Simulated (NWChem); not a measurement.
System: CH₄BeO; SMILES [Be]([CH3])[OH]

```xyz
7

Be     0.0050    -0.1290    -0.0005
C      0.0030     1.5466    -0.0001
H      0.9819     1.9651     0.2917
H     -0.7408     1.9575     0.7047
H     -0.2370     1.9615    -0.9944
O      0.0381    -1.5311     0.0000
H     -0.3468    -2.3992     0.0002
```
Atoms are numbered in this order, from 1.

Results from NWChem. The geometry was optimised at PBE0/def2-SVP.

For level PW6B95/def2-SVP:

- highest occupied level (eV) = -8.42
- orbital gap (eV) = 8.83

Task: Estimate the same quantities for level N12/def2-SVP.

Result: highest occupied level (eV): -6.78
orbital gap (eV): 6.59
